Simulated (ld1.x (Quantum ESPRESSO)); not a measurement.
What one change does to a pseudopotential (phosphorus, TM)

phosphorus (P), norm-conserving Troullier–Martins (Kleinman–Bylander form), made with ld1.x (Quantum ESPRESSO) 7.5 (LDA (PZ), scalar-relativistic). Core [Ne], reference 3s2 3p2.75 (charge +0.25). Waves: 3s (bound): rc 1.40 bohr; 3p (bound): rc 1.35 bohr. Local part: the p channel. Core correction: Bessel-smoothed model core inside 0.75 bohr.

Change: wave 3p (bound): rc 1.35 bohr becomes 3p (bound): rc 2.00 bohr.

Cutoffs: the cutoffs (Ry, on a coarse ladder) from which the occupation-weighted sum of valence levels, in a spherical-Bessel basis at the reference potential, stays within 10 and 1 mRy of its value at 400 Ry; they do not see the model core or the augmentation charge, which bear on the density cutoff. Errors are all-electron minus pseudo energies relative to the spin-unpolarised reference configuration.

Question: How do hardness, ghosts and transferability respond?

Answer: The potential gets softer (50 Ry and 90 Ry → 25 Ry and 50 Ry); of the 9 tests that both files solve, the error grows in 4 and shrinks in 1 by more than 15 % and 0.3 meV (median size 5.8 → 13.2 meV); neither file shows a bound ghost. A larger radius leaves more room for a smooth pseudo-wave, so fewer plane waves are needed.

| quantity | base | changed |
| --- | --- | --- |
| cutoff, loose | 50 Ry | 25 Ry |
| cutoff, tight | 90 Ry | 50 Ry |
| loose cutoff by channel (10 mRy a level) | s 18 Ry, p 30 Ry | s 18 Ry, p 8 Ry |
| bound ghosts | none | none |
| error for 3s2 3p3, meV [ΔE -1.65 eV] | +0.3 | +0.3 |
| error for 3s2 3p2, meV [ΔE 8.17 eV] | +1.9 | +1.6 |
| error for 3s2 3p1, meV [ΔE 27.42 eV] | +17 | +16 |
| error for 3s2 3p2.5, meV [ΔE 2.17 eV] | +0.1 | +0.1 |
| error for 3s1 3p3, meV [ΔE 17.24 eV] | +5.8 | +2.5 |
| error for 3s1 3p0, meV [ΔE 109.50 eV] | +117 | +140 |
| error for 3s2 3p0, meV [ΔE 57.31 eV] | +51 | +60 |
| error for 3s2 3p2.75 (spin-polarised), meV [ΔE -1.35 eV] | +4.8 | +13 |
| error for 3s2 3p3 (spin-polarised), meV [ΔE -3.16 eV] | +5.9 | +15 |
